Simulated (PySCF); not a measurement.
# Electronic absorption of C4H12OSi2

Compound: C4H12OSi2.
InChI=1S/C4H12OSi2/c1-2-7-5-4-3-6-4/h4H,2-3,6-7H2,1H3/t4-/m0/s1

Computed with TDDFT PBE0/def2-SVPD, vertical, gas phase, core orbitals frozen in the response (PySCF 2.14.0, density-fitted response routines). One conformer (not necessarily the lowest) at the GFN2-xTB geometry, without solvent, vibrations or thermal averaging. Torsions of this conformer, `[CH3:1][CH2:2][SiH2:3][O:4][C@@H:5]1[CH2:6][SiH2:7]1`: C1–C2–Si3–O4 -177°, C2–Si3–O4–C5 -177°, Si3–O4–C5–C6 -164°.

```json
{"state": "S1", "E (eV)": "5.55", "E (hartree)": "0.2041", "f": "0.056", "|μ| (D)": "1.62", "main configurations (H = HOMO, L = LUMO)": "H→L (66%), H→L+1 (27%)"}
{"state": "S2", "E (eV)": "5.77", "E (hartree)": "0.2120", "f": "0.113", "|μ| (D)": "2.28", "main configurations (H = HOMO, L = LUMO)": "H→L+1 (56%), H→L (28%), H→L+2 (8%)"}
{"state": "S3", "E (eV)": "6.02", "E (hartree)": "0.2213", "f": "0.0085", "|μ| (D)": "0.61", "main configurations (H = HOMO, L = LUMO)": "H→L+2 (52%), H→L+3 (31%)"}
{"state": "S4", "E (eV)": "6.31", "E (hartree)": "0.2318", "f": "0.0075", "|μ| (D)": "0.56", "main configurations (H = HOMO, L = LUMO)": "H→L+3 (53%), H→L+2 (31%)"}
{"state": "S5", "E (eV)": "6.39", "E (hartree)": "0.2347", "f": "0.085", "|μ| (D)": "1.87", "main configurations (H = HOMO, L = LUMO)": "H→L+4 (82%), H→L+3 (10%)"}
{"state": "S6", "E (eV)": "6.71", "E (hartree)": "0.2467", "f": "0.018", "|μ| (D)": "0.85", "main configurations (H = HOMO, L = LUMO)": "H-1→L (62%), H→L+6 (21%)"}
{"state": "S7", "E (eV)": "6.75", "E (hartree)": "0.2481", "f": "0.0013", "|μ| (D)": "0.23", "main configurations (H = HOMO, L = LUMO)": "H→L+5 (74%), H-1→L (10%)"}
{"state": "S8", "E (eV)": "6.85", "E (hartree)": "0.2519", "f": "0.017", "|μ| (D)": "0.81", "main configurations (H = HOMO, L = LUMO)": "H→L+6 (50%), H-1→L (17%), H→L+5 (13%)"}
```

Triplets, Tamm–Dancoff:

```
state  E (eV)  λ (nm)  main configurations (H = HOMO, L = LUMO)
   T1    4.43   280.0                                 H→L (90%)
   T2    5.39   230.2                  H→L+1 (69%), H→L+3 (11%)
   T3    5.75   215.8                  H→L+3 (54%), H→L+2 (32%)
```

The lowest singlet lies at 5.55 eV (223 nm, ultraviolet) and is of moderate strength; its leading configuration is HOMO→LUMO (66%). The strongest level in the table is S2 at 5.77 eV (215 nm, f = 0.113). Löwdin shares by element: HOMO carbon 37% or more, silicon 25% or more, oxygen 22% (atoms not listed hold the other 16%); LUMO silicon 35% or more, carbon 21% or more, hydrogen 11% or more (atoms not listed hold the other 32%). Weighted by f, the mean energy of these states is 6.04 eV. Orbital energies (eV): HOMO-3 -8.99, HOMO-2 -8.26, HOMO-1 -7.82, HOMO -6.41, LUMO 0.13, LUMO+1 0.45, LUMO+2 0.73. The listed states span 1.30 eV, and the widest gap between neighbours is 0.33 eV (S5 to S6). Singlets were solved by full linear response, triplets in the Tamm–Dancoff approximation.
